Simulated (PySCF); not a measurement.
# GeCl₄ + 2 F₂ → GeF₄ + 2 Cl₂

Level: PBE in the def2-TZVP basis family, all electrons, no relativity, computed in PySCF with density fitting; open shells unrestricted.

```csv
species,state and structure,E (Eh),ZPE (kJ/mol),H(298 K) − H(0) (kJ/mol),S° (J/(mol K))
GeCl₄,"singlet, Td, Ge–Cl 2.140 Å (×4)",-3916.97443,14.4,21.6,352.4
F₂,"singlet, D∞h, F–F 1.413 Å",-199.42304,6.0,8.8,202.5
GeF₄,"singlet, Td, Ge–F 1.716 Å (×4)",-2476.02449,24.3,17.8,306.4
Cl₂,"singlet, D∞h, Cl–Cl 2.008 Å",-920.02118,3.2,9.2,223.0
```

Question: What is the electronic reaction energy?

Answer: At PBE/def2-TZVP, ΔE = -646.8 kJ/mol from the differences of the total energies times 2625.5, downhill. Fluorination of this kind underlies dry etching and chamber cleaning.

Question: Add zero-point, thermal and entropy terms for 298.15 K and 1 bar.

Answer: ΔZPE = 4.3 and Δ[H(298) − H(0)] = -3.0 kJ/mol give ΔH° = -645.5 kJ/mol. ΔS° = -5.0 J/(mol K), so ΔG° = -645.5 − 298.15 × (-0.0050) = -644 kJ/mol.

The structures come from searches over a few start shapes, so lower isomers are not excluded.
